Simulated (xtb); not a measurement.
HP2 (SMILES P#[PH+]), charge +1, singlet, at a GFN2-xTB geometry, atoms displaced at random by about 0.02 Å a coordinate; xtb 6.7.1 with GFN1-xTB.

xtb was given this input:
```
$ xtb mol.xyz --gfn 1 --chrg 1 --opt extreme --json

# file mol.xyz
3

P      0.02050458     0.00260870    -1.03523194
P      0.01050325    -0.00368121     0.87468971
H     -0.02567967     0.03351290     2.26521845
```

### Question
What does xtb print? Leave out banner, timings and long lists.

### Answer

```
   ID    Z sym.   atoms
    1   15 P      1, 2
    2    1 H      3

           -------------------------------------------------
          |                Calculation Setup                |
           -------------------------------------------------

           -------------------------------------------------
          |                 G F N 1 - x T B                 |
           -------------------------------------------------

          ...................................................
          :                      SETUP                      :
          :.................................................:
          :  # basis functions                  22          :
          :  # atomic orbitals                  20          :
          :  # shells                            8          :
          :  # electrons                        10          :
          :  # halogen bonds                     0          :
          :  max. iterations                   250          :
          :  Hamiltonian                  GFN1-xTB          :
          :  restarted?                      false          :
          :  GBSA solvation                  false          :
          :  PC potential                    false          :
          :  electronic temp.          300.0000000     K    :
          :  accuracy                    1.0000000          :
          :  -> integral cutoff          0.2500000E+02      :
          :  -> integral neglect         0.1000000E-07      :
          :  -> SCF convergence          0.1000000E-05 Eh   :
          :  -> wf. convergence          0.2000000E-04 e    :
          :  Broyden damping             0.4000000          :
          :  net charge                          1          :
          :  unpaired electrons                  0          :
          ...................................................

 iter      E             dE          RMSdq      gap      omega  full diag
   1     -5.0628089 -0.506281E+01  0.546E+00    2.80       0.0  T
   2     -2.7231857  0.233962E+01  0.182E+01    4.29       1.0  T
   3     -5.1964781 -0.247329E+01  0.241E+00    2.73       1.0  T
   4     -5.2237804 -0.273024E-01  0.971E-01    2.72       1.0  T
   5     -5.2268914 -0.311095E-02  0.575E-01    2.72       1.0  T
   6     -5.2289497 -0.205829E-02  0.713E-02    2.72       1.0  T
   7     -5.2289685 -0.188305E-04  0.307E-02    2.72       1.9  T
   8     -5.2289733 -0.484311E-05  0.261E-03    2.72      22.2  T
   9     -5.2289734 -0.328026E-07  0.109E-03    2.72      53.0  T
  10     -5.2289734 -0.560746E-08  0.638E-06    2.72    9054.1  T
  11     -5.2289734 -0.212275E-12  0.401E-07    2.72  100000.0  T

   *** convergence criteria satisfied after 11 iterations ***

         :::::::::::::::::::::::::::::::::::::::::::::::::::::
         ::                     SUMMARY                     ::
         :::::::::::::::::::::::::::::::::::::::::::::::::::::
         :: total energy              -5.177729874398 Eh    ::
         :: gradient norm              0.010345838654 Eh/a0 ::
         :: HOMO-LUMO gap              2.717050169195 eV    ::
         ::.................................................::
         :: SCC energy                -5.228973375606 Eh    ::
         :: -> electrostatic           0.175909778148 Eh    ::
         :: repulsion energy           0.052034824653 Eh    ::
         :: dispersion energy         -0.000791323445 Eh    ::
         :: halogen bond corr.         0.000000000000 Eh    ::
         :: add. restraining           0.000000000000 Eh    ::
         :: total charge               1.000000000000 e     ::
         :::::::::::::::::::::::::::::::::::::::::::::::::::::

      -----------------------------------------------------------
     |                   =====================                   |
     |                        A N C O P T                        |
     |                   =====================                   |
[...]
 * total energy  :    -5.1777299 Eh     change        0.2664535E-14 Eh
 * total energy  :    -5.1777626 Eh     change       -0.3275648E-04 Eh
 * total energy  :    -5.1777889 Eh     change       -0.2628564E-04 Eh
 * total energy  :    -5.1777929 Eh     change       -0.3978463E-05 Eh
 * total energy  :    -5.1777939 Eh     change       -0.9977366E-06 Eh
 * total energy  :    -5.1777942 Eh     change       -0.2875121E-06 Eh
 * total energy  :    -5.1777942 Eh     change       -0.1899299E-08 Eh
   *** GEOMETRY OPTIMIZATION CONVERGED AFTER 7 ITERATIONS ***
[...]
         ::                     SUMMARY                     ::
         :::::::::::::::::::::::::::::::::::::::::::::::::::::
         :: total energy              -5.177794182135 Eh    ::
         :: gradient norm              0.000002256571 Eh/a0 ::
         :: HOMO-LUMO gap              2.745335559043 eV    ::
         ::.................................................::
         :: SCC energy                -5.230213568937 Eh    ::
         :: -> electrostatic           0.175900848858 Eh    ::
         :: repulsion energy           0.053210665450 Eh    ::
         :: dispersion energy         -0.000791278648 Eh    ::
         :: halogen bond corr.         0.000000000000 Eh    ::
         :: add. restraining           0.000000000000 Eh    ::
         :: total charge               1.000000000000 e     ::
         :::::::::::::::::::::::::::::::::::::::::::::::::::::

           -------------------------------------------------
          |                Property Printout                |
           -------------------------------------------------

    * Orbital Energies and Occupations

         #    Occupation            Energy/Eh            Energy/eV
      -------------------------------------------------------------
         1        2.0000           -1.1601449             -31.5691
         2        2.0000           -1.0674523             -29.0469
         3        2.0000           -0.8387622             -22.8239
         4        2.0000           -0.7802357             -21.2313
         5        2.0000           -0.7802357             -21.2313 (HOMO)
         6                         -0.6793465             -18.4860 (LUMO)
         7                         -0.6793465             -18.4860
         8                         -0.6298962             -17.1403
         9                         -0.4468879             -12.1604
        10                         -0.4468879             -12.1604
        11                         -0.4122640             -11.2183
        12                         -0.4122640             -11.2183
        13                         -0.3910854             -10.6420
        14                         -0.3910854             -10.6420
        15                         -0.3881452             -10.5620
        16                         -0.3473461              -9.4518
       ...                                ...                  ...
        20                          1.7049074              46.3929
      -------------------------------------------------------------
                  HL-Gap            0.1008892 Eh            2.7453 eV
             Fermi-level           -0.7297911 Eh          -19.8586 eV

  Mulliken/CM5 charges         n(s)   n(p)   n(d)
     1P     0.38723  0.38648   1.855  2.649  0.109
     2P     0.25214  0.16874   1.740  2.841  0.166
     3H     0.36064  0.44478   0.639  0.000  0.000

Wiberg/Mayer (AO) data.
largest (>0.10) Wiberg bond orders for each atom

 ---------------------------------------------------------------------------
     #   Z sym  total        # sym  WBO       # sym  WBO       # sym  WBO
 ---------------------------------------------------------------------------
     1  15 P    3.078 --     2 P    2.890     3 H    0.189
     2  15 P    3.565 --     1 P    2.890     3 H    0.675
     3   1 H    0.864 --     2 P    0.675     1 P    0.189
 ---------------------------------------------------------------------------

Topologies differ in total number of bonds
Writing topology from bond orders to xtbtopo.mol

 dipole moment from electron density (au)
     X       Y       Z
   0.0065   0.0184   1.0914  total (Debye):    2.774

optimized geometry written to: xtbopt.xyz

           -------------------------------------------------
          | TOTAL ENERGY               -5.177794182135 Eh   |
          | GRADIENT NORM               0.000002256571 Eh/α |
          | HOMO-LUMO GAP               2.745335559043 eV   |
           -------------------------------------------------
```
